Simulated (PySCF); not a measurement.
# C₆ coefficients of unlike pairs at PBE0

Calculated with PySCF 2.14 from the dipole response of each species, C₆(A,B) = (3/π) ∫ α_A(iu) α_B(iu) du, in atomic units, from isotropic polarisabilities. For ions this is the dispersion term alone; charge-induced terms of lower order in 1/R come first.

```
species      configuration                                                                            basis     relativity  α (bohr³)  C₆ (like pair)
    C²⁺      [He] 2s2 (1S)  aug-cc-pCVTZ-DK with one added diffuse shell each of s, p, d, f type (8s7p5d3f)  spin-free X2C      4.264           6.591
   Mn³⁺      [Ar] 3d4 (5D)                                                        def2-QZVPPD (11s6p5d4f2g)           none      1.954           4.812
     Sc  [Ar] 3d1 4s2 (2D)                                                        def2-QZVPPD (11s6p5d3f2g)           none      130.5            1651
     O⁺  [He] 2s2 2p3 (4S)        x2c-TZVPPall with one added diffuse shell each of s, p, d type (6s4p3d1f)  spin-free X2C      2.627           5.104
```

Task: Estimate C₆ for O⁺ with Sc.

Result: The integral gives 62.40. The combination rule 2 C_A C_B / (C_A α_B/α_A + C_B α_A/α_B) gives 58.77 and the geometric mean 91.80.

No spin-orbit coupling is included.

The other pairs:

```tsv
pair	C₆
O⁺, C²⁺	5.452
O⁺, Mn³⁺	4.811
Sc, Mn³⁺	50.14
Mn³⁺, C²⁺	4.747
Sc, C²⁺	87.83
```
